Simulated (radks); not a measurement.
Fractional charge and spin in the 5p shell of osmium: the spin-up occupation runs from 2 to 3 and the spin-down occupation from 2 to 3; the fullest corner is Os3+, [Kr] 4d10 4f14 5s2 5d(up 2.5, down 2.5) 5p(up 3, down 3). Method: scalar-relativistic Kohn-Sham, r2SCAN, spin-polarised, spherical densities, finite nucleus; meta-GGA in the generalised Kohn-Sham scheme; Fermi nuclear charge, rms radius of each element as measured or else 0.836 A^(1/3) + 0.57 fm; computed with a radial shooting solver on a logarithmic mesh with Libxc functionals. Energy (eV) above the fullest corner. The planes named below are the two flat planes that join the four corners, with an edge along up + down = one added electron.

down \ up        2      2.5       3
2          198.262  142.251  90.369
2.5        142.251   90.734  43.236
3           90.369   43.236   0.000

Corners above the fullest one (they belong to Os4+ and the next ion): (up 3, down 2) 90.369 eV, (up 2, down 3) 90.369 eV, (up 2, down 2) 198.26 eV. With half an added electron in each spin the energy lies 0.364 eV from the planes, and with half an added electron in spin up alone -2.065 eV. The planes are only a guide here: the flat-plane condition holds for ground states with one frontier orbital, while this shell lies below other occupied shells, so the corners above the fullest one are inner-hole states and not the ground states of those ions.
